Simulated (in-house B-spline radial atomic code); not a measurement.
**Binding energies in Ba VII (Ba6+)**

NIST's tabulated ground configuration is [Kr] 4d10 5s2 5p2; each binding energy is the energy of the ion with one electron taken from that subshell, relaxed, less that of the parent. All numbers are computed (Dirac-Hartree-Fock, average of configuration; Fermi nucleus of rms radius 4.8378 fm) with a B-spline radial code for spherical atoms, not measured. Energies include first-order Breit, QED and recoil terms.

```csv
subshell,X-ray name,binding energy (eV),-ε (eV),relaxation (eV)
1s,K,37523.4,37728.4,65.9
2s,L1,6079.1,6128.1,33.9
3s,M1,1378.6,1394.6,13.4
3d3/2,M4,879.5,895.3,15.1
3d5/2,M5,864.1,879.4,14.9
4s,N1,344.5,348.5,3.6
4d3/2,N4,172.6,175.5,2.9
4d5/2,N5,170,172.8,2.8
5s,O1,102,102.5,0.4
5p,"O2,3",84.7,85.01,0.26
```

Relaxation = -ε minus the binding energy without Breit, QED and recoil terms.

(1) What does it cost to remove both a 3d3/2 and a 5p electron?

(2) What does it cost to remove both a 1s and a 5p electron?

(3) What does it cost to remove two 1s electrons?

## Answers

(1) 981.47 eV, which is 17.29 eV more than the two single binding energies together.

(2) 37626 eV, which is 17.98 eV more than the two single binding energies together.

(3) 75987 eV, which is 940.1 eV more than the two single binding energies together.
